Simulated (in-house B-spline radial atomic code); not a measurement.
Successive ionisation energies of antimony; each step leads to the configuration of the next row (after the last: [Ne] 3s2 3p2). NIST's values go from ground level to ground level; the uncertainty of those that are theory runs from under 0.1 % in few-electron ions to several per cent in heavy many-electron ones. Computed with an all-electron radial atomic-structure program (B-spline basis): non-relativistic Hartree-Fock, average of the configuration, point nuclei.

This level leaves out relativity, spin-orbit splitting included, which matters for heavy ions.

```csv
ion,configuration,ionisation energy (eV),tabulated value (eV),computed minus tabulated (eV),highest orbital,largest mean radius (bohr)
Sb19+,[Ar] 3d10 4s2 4p2,538.7,552,-13.3,4p,0.74066
Sb20+,[Ar] 3d10 4s2 4p1,569.9,584,-14.1,4p,0.73283
Sb21+,[Ar] 3d10 4s2,?,?,?,?,?
Sb22+,[Ar] 3d10 4s1,673.3,693.26,-19.9,4s,0.70935
Sb23+,[Ar] 3d10,1222.3,1214,8.3,3d,0.33687
Sb24+,[Ar] 3d9,?,?,?,?,?
Sb25+,[Ar] 3d8,1372.5,1360,12.5,3d,0.33175
Sb26+,[Ar] 3d7,1450.0,1441,9.0,3d,0.32922
Sb27+,[Ar] 3d6,1529.0,1518,11.0,3d,0.3267
Sb28+,[Ar] 3d5,?,?,?,?,?
Sb29+,[Ar] 3d4,1691.6,1698,-6.4,3d,0.32174
Sb30+,[Ar] 3d3,1775.2,1781,-5.8,3d,0.3193
Sb31+,[Ar] 3d2,1860.4,1869,-8.6,3d,0.31687
Sb32+,[Ar] 3d1,1947.1,1954,-6.9,3d,0.31448
Sb33+,[Ne] 3s2 3p6,2180.2,2190,-9.8,3p,0.31211
Sb34+,[Ne] 3s2 3p5,2257.1,2266,-8.9,3p,0.31032
Sb35+,[Ne] 3s2 3p4,2334.9,2349,-14.1,3p,0.30855
Sb36+,[Ne] 3s2 3p3,2413.5,2428,-14.5,3p,0.3068
```

Task: Fill in the row of Sb21+.

Result: ionisation energy (eV): 639.4; tabulated value (eV): 657; computed minus tabulated (eV): -17.6; highest orbital: 4s; largest mean radius (bohr): 0.71641.

Task: Fill in the row of Sb24+.

Result: ionisation energy (eV): 1296.6; tabulated value (eV): 1285; computed minus tabulated (eV): 11.6; highest orbital: 3d; largest mean radius (bohr): 0.3343.

Task: Fill in the row of Sb28+.

Result: ionisation energy (eV): 1609.5; tabulated value (eV): 1606; computed minus tabulated (eV): 3.5; highest orbital: 3d; largest mean radius (bohr): 0.32421.

Task: Where is the largest jump?

Result: From Sb22+ to Sb23+, by a factor of 1.82 (673.33 to 1222.3 eV); the highest orbital goes from 4s to 3d.
